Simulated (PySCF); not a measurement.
Ge(H)2 cation (GeH2), SMILES [GeH2] (connectivity only; charge and spin as stated), charge +1, multiplicity 2.

Geometry optimised at B3LYP-D3(BJ)/def2-TZVPD. The spin state was assumed, not searched. The isomer is the one that the SMILES or the coordinates give; other isomers of the formula were not compared.

Computed with PySCF with B3LYP/def2-TZVPD.

Gas-phase values at a fixed geometry.

Question: Estimate the frontier levels, dipole moment and polarisability. (An estimate is asked for; the answer gives what the named calculation found.)

Answer: 
```
Item                                                               Result
------------------------------------------------  -----------------------
α spin, highest occupied and lowest empty level      -14.32 and -10.65 eV
β spin, highest occupied and lowest empty level      -16.84 and -11.33 eV
dipole moment about the centre of nuclear charge                   0.31 D
mean static polarisability                           23.5 bohr³ (3.49 Å³)
polarisability, principal values                   19.1, 22.3, 29.1 bohr³
⟨S²⟩                                              0.753 (pure state 0.75)
```
